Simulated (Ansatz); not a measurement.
Consider the redistribution: `[OH][GeH2][SH]` + `[SiH3]O[CH2][ZnH]` → `[SiH3][O][GeH2][SH]` + `O[CH2][ZnH]`.

Gas-phase electronic energies from Ansatz, PBE0-D4/def2-TZVP geometries. CCSD(T)/CBS is the MP2 limit (def2-TZVPP, def2-QZVPP) plus CCSD(T) − MP2 in def2-TZVPP, frozen cores. Functionals use def2-TZVPP. B3LYP here is the variant with VWN-RPA as its local correlation; programs differ in this. For Ge, Zn outer-core shells are correlated without core-valence functions, which leaves a few kJ/mol of doubt a bond. Scalar relativity is left out up to krypton. One conformer a species, not always the lowest.

```csv
level,ΔE (kcal/mol),difference from CCSD(T)/CBS
PBE-D4,-1.0,0.1
PBE0-D4,-1.2,-0.1
ωB97X-V,-0.9,0.2
PBE,-0.6,0.5
r2SCAN,-1.0,0.1
PBE0,-0.8,0.3
B3LYP,-0.6,0.5
HF/def2-TZVPP,-1.1,0.0
MP2/def2-TZVPP,-0.7,0.4
SCS-MP2/def2-TZVPP,-0.8,0.3
CCSD/def2-TZVPP,-0.9,0.2
HF/def2-QZVPP,-1.1,0.0
MP2/def2-QZVPP,-0.8,0.3
HF/CBS(def2),-1.1,0.0
MP2/CBS(def2),-0.9,0.2
CCSD/CBS(def2),-1.2,-0.1
CCSD(T)/CBS,-1.1,0
```

Largest T1 diagnostic among the species: 0.014.
